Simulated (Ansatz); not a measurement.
`C[S][Zn][Br]`, relaxed with RKS PBE0-D4/def2-TZVP in Ansatz 0.2.0 from a GFN2-xTB geometry. The force threshold is 0.005 eV/Å; the program also tests the step.

Total charge 0; spin multiplicity 1.

Start:

```xyz
7

C    -0.815    0.506    0.217
S    -0.851   -0.530   -1.287
Zn    1.256   -1.332   -0.983
Br    2.914   -0.800    0.554
H    -0.863   -0.116    1.108
H     0.065    1.147    0.232
H    -1.706    1.124    0.159
```

(1) By how much does the energy fall, and how many steps does the optimiser take? (An estimate is asked.)

(2) Which bonds change most? (Best estimate.)

(3) Give the relaxed structure. (Best estimate.)

Answers

(1) Ansatz gave: 47.38 kJ/mol, in 10 steps.

(2) Computed: S2–Zn3 from 2.275 to 2.155 Å; Zn3–Br4 from 2.323 to 2.237 Å; C1–H7 from 1.086 to 1.090 Å; C1–S2 from 1.827 to 1.825 Å.

(3) Ansatz gave: 
```xyz
7

C    -1.035    0.610    0.208
S    -0.504   -0.485   -1.152
Zn    1.490   -1.029   -0.541
Br    3.562   -1.603    0.080
H    -1.062    0.085    1.162
H    -0.404    1.494    0.285
H    -2.047    0.928   -0.042
```
